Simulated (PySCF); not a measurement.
A calculated (UHF, PySCF 2.14, x2c-TZVPPall with one added diffuse shell each of s, p, d, f type, scalar relativity by spin-free X2C-1e) atom or ion has these occupied shells.

```
shell  electrons  orbital energy (eV)  rms radius, mean of both spins (bohr)
 1s α          1             -33332.2                                 0.0311
 1s β          1             -33332.2                                 0.0311
 2s α          1              -5249.4                                  0.127
 2s β          1              -5249.4                                  0.127
 2p α          3              -4708.1                                  0.113
 2p β          3              -4708.0                                  0.113
 3s α          1              -1102.2                                  0.334
 3s β          1              -1102.2                                  0.334
 3p α          3              -922.19                                  0.335
 3p β          3              -922.09                                  0.335
 3d α          5              -651.15                                  0.313
 3d β          5              -651.11                                  0.313
 4s α          1              -211.18                                  0.787
 4s β          1              -210.99                                  0.787
 4p α          3              -152.11                                  0.845
 4p β          3              -151.89                                  0.845
 4d α          5              -62.789                                  0.994
 4d β          5              -62.634                                  0.994
 5s α          1              -25.150                                   2.15
 5s β          1              -22.719                                   2.15
 5p α          3              -11.454                                   2.66
 5p β          2              -10.442                                   2.66
```

**Question.** Name the element and its charge.

**Answer.** I (iodine, neutral), in [Kr] 4d10 5s2 5p5, 2P determinant.
